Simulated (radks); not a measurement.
Values are calculated unless marked as measured or tabulated.
Species: neutral strontium. Configuration: [Kr] 5s2. Code: a radial shooting solver on a logarithmic mesh with Libxc functionals. Model: Dirac Kohn-Sham, PBEsol, spin-unpolarised, spherical densities, finite nucleus; Fermi nuclear charge, rms radius 4.224 fm.

Spin-orbit splittings of the eigenvalues, e(l+1/2) - e(l-1/2), with zeta = 2 splitting/(2l+1) and mean radii in bohr:

shell  occ.  splitting (eV)  zeta (eV)  <r> j=l-1/2  <r> j=l+1/2
2p        6           68.33      45.56       0.1475       0.1517
3p        6           10.48      6.989       0.4916       0.5021
3d       10           1.830     0.7321       0.4963       0.5000
4p        6           1.167     0.7778        1.545        1.579
4d        0         0.04664    0.01866        3.479        3.529
5p        0         0.06443    0.04295        5.785        5.899
